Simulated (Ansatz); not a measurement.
Two structures of SnSiNH9, singlet, reached by relaxing down either side of one saddle point (PBE0-D4/def2-TZVP). Energies are electronic, without zero-point energy. Ansatz 0.2.0; basis: def2-TZVPP and def2-QZVPP; cores frozen in the correlated methods. Filled d shells of the heavier atoms are correlated. Core potentials replace the inner electrons of the atoms past krypton. The def2 sets are not built for correlating such inner shells, so the correlated values are less sure here. Extrapolation: Hartree–Fock as exp(−7.88 √X), correlation as X^−2.97. First:

Sn1  (-1.536, -0.201, -0.600)
Si2  (-0.031, -1.157, 1.225)
H3  (-0.875, -0.450, -2.157)
H4  (-3.087, -0.942, -0.604)
H5  (-1.798, 1.474, -0.387)
H6  (2.270, 0.913, -0.027)
N7  (1.412, 1.162, -0.505)
H8  (0.384, -0.084, 2.167)
H9  (1.185, -1.768, 0.625)
H10  (-0.724, -2.212, 2.017)
H11  (1.605, 1.145, -1.499)
H12  (1.195, 2.119, -0.255)
(Å)

Second:

```xyz
12
angstrom
Sn -1.0374 0.7684 -1.2062
Si 0.6025 -1.7141 1.7133
H -0.7051 -0.6905 -2.0212
H -1.5246 0.5002 0.4063
H -2.2577 1.6417 -2.0395
H 1.3018 -0.7845 0.7913
N 0.7315 1.7632 -1.0942
H -0.0285 -0.9451 2.8160
H 1.5742 -2.6831 2.2828
H -0.4482 -2.4558 0.9694
H 1.1369 1.9483 -2.0032
H 0.6545 2.6515 -0.6148
```

(1) Which bonds change from the first to the second?

(2) Give the saddle point's structure and its height above each. (To be estimated.)

No T1 diagnostic of these runs exceeds 0.014.

Answers

(1) SnSiH₆ ([SiH3][SnH3]) + NH₃ → SnNH₅ ([NH2][SnH3]) + SiH₄; bonds formed: Sn1–N7, Si2–H6; bonds broken: Sn1–Si2, H6–N7.

(2) The calculation gives: 204.9 kJ/mol above the first and 154.1 kJ/mol above the second (CCSD(T) at an estimated basis limit (MP2 extrapolated from triple and quadruple zeta, plus CCSD(T) − MP2 in triple zeta)).
```
atom    x (Å)    y (Å)    z (Å)
 Sn1  -1.1747   0.4745  -1.0705
 Si2   0.5514  -1.2782   1.3531
  H3  -0.9509  -1.0109  -1.8434
  H4  -2.1458   0.5222   0.3111
  H5  -1.6491   1.6825  -2.1907
  H6   0.9144   0.3645   0.2258
  N7   0.7640   1.2375  -0.5625
  H8   0.3254  -0.9491   2.8040
  H9   1.7370  -2.2028   1.3800
 H10  -0.5917  -2.2187   1.0534
 H11   1.4482   1.2128  -1.3155
 H12   0.7719   2.1658  -0.1446
```

Labels in which every atom is bracketed show which atoms are joined, not bond orders.

For scale, one of the runs: CCSD(T)/def2-TZVPP, 249 basis functions, launched by `ansatz run in.yaml --threads 8 --pin off --events-out ev --progress --plain --max-ram 19148MiB`. Time: 25 s of wall clock on 8 CPU threads of an AMD EPYC 9R45; the host was shared. Peak host memory: 5.5 GiB.
